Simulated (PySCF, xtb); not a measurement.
CH₆BNO, SMILES CNBO.

The structure is a stationary point at PBE0-D3(BJ)/def2-SVP. The values are those of a single conformer.

Computed with C-PCM-M06-2X/def2-SVP in PySCF.

The values are the electrostatic part of the solvation free energy, E(continuum) − E(gas) at the gas-phase geometry, in a cavity of scaled van der Waals radii (PySCF's table); cavitation and dispersion terms are not included. In vacuum the orbital gap is 10.66 eV. The dipole moment in vacuum is 3.01 D.

Computed values in water (ε = 78.36), tetrahydrofuran (ε = 7.43), cyclohexanone (ε = 15.62):
| solvent | ε | ΔG(elec) (kcal/mol) | dipole (D) | gap (eV) |
|---|---|---|---|---|
| water | 78.36 | -6.0 | 3.68 | 10.99 |
| tetrahydrofuran | 7.43 | -5.2 | 3.58 | 10.95 |
| cyclohexanone | 15.62 | -5.7 | 3.64 | 10.97 |

For comparison, GFN2-xTB/ALPB(water) (xtb, at the GFN2-xTB geometry, all terms of that model) gives -5.2 kcal/mol.
